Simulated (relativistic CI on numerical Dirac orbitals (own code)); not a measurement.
**Radial parameters of Hf⁷⁺**

These numbers are calculated, not measured: Dirac-Coulomb-Breit CI, orbitals from a KLI potential per configuration, a model potential for QED, unscaled Slater integrals (own radial code, finite nucleus).

Slater integrals F^k, G^k are unscaled and averaged over j, outside the closed core [Kr] 4d10; ζ comes from projecting the Hamiltonian with its Breit term on Σ l·s of the shell.

- 4f13 5s2 5p4: ζ(4f) = 3813.3, F^2(5p,5p) = 88290, F^2(4f,5p) = 65813, G^2(4f,5p) = 29386, G^4(4f,5p) = 23898, ζ(5p) = 51080 cm⁻¹; <r>(4f) = 0.6285, <r^2>(4f) = 0.4881, <r>(5p) = 1.214, <r^2>(5p) = 1.653 (bohr units).
- 4f12 5s2 5p5: F^2(4f,4f) = 160000, F^4(4f,4f) = 101270, F^6(4f,4f) = 73111, ζ(4f) = 3996.5, F^2(4f,5p) = 66119, G^2(4f,5p) = 28561, G^4(4f,5p) = 23452, ζ(5p) = 52835 cm⁻¹; <r>(4f) = 0.6144, <r^2>(4f) = 0.4635, <r>(5p) = 1.201, <r^2>(5p) = 1.618 (bohr units).
- 4f14 5s2 5p3: F^2(5p,5p) = 87450, ζ(5p) = 49410 cm⁻¹; <r>(5p) = 1.227, <r^2>(5p) = 1.687 (bohr units).

Averages of the first 10 configurations, taken without configuration mixing, which lowers the lowest level and can move excited configurations by several eV; other configurations of the list can lie among them:

```json
{"Configuration": "4f13 5s2 5p4", "Parity": "odd", "States": "210", "Average energy above the lowest level (eV)": "17.7"}
{"Configuration": "4f12 5s2 5p5", "Parity": "odd", "States": "546", "Average energy above the lowest level (eV)": "10.0"}
{"Configuration": "4f14 5s2 5p3", "Parity": "odd", "States": "20", "Average energy above the lowest level (eV)": "30.1"}
{"Configuration": "4f13 5s 5p5", "Parity": "even", "States": "168", "Average energy above the lowest level (eV)": "55.4"}
{"Configuration": "4f13 5s2 5p3 5d", "Parity": "even", "States": "2800", "Average energy above the lowest level (eV)": "62.6"}
{"Configuration": "4f12 5s 5p6", "Parity": "even", "States": "182", "Average energy above the lowest level (eV)": "49.9"}
{"Configuration": "4f14 5s2 5p2 5d", "Parity": "even", "States": "150", "Average energy above the lowest level (eV)": "74.3"}
{"Configuration": "4f14 5s 5p4", "Parity": "even", "States": "30", "Average energy above the lowest level (eV)": "65.6"}
{"Configuration": "4f11 5s2 5p5 6s", "Parity": "even", "States": "4368", "Average energy above the lowest level (eV)": "71.3"}
{"Configuration": "4f14 5s2 5p2 6s", "Parity": "even", "States": "30", "Average energy above the lowest level (eV)": "88.2"}
```
